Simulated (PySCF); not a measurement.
BH₄N, SMILES BN.

Geometry: PBE-D3(BJ)/def2-TZVP.

These are CAM-B3LYP/def2-TZVPD (PySCF) values and carry that method's errors.

Isolated molecule, no solvent.

Question: Estimate the frontier levels, gap, dipole moment and polarisability. (An estimate is asked for; the answer gives what the named calculation found.)

Answer: 
```json
{
  "highest_occupied_level": "-10.13 eV",
  "lowest_empty_level": "0.64 eV",
  "orbital_gap": "10.77 eV",
  "dipole_moment": "1.87 D",
  "quadrupole, principal values (traceless, Buckingham form, about the centre of nuclear charge)": "-1.70, 0.81, 0.89 D·Å",
  "mean_static_polarisability": "26.7 bohr³ (3.96 Å³)",
  "polarisability_principal_values": "22.0, 26.4, 31.7 bohr³"
}
```
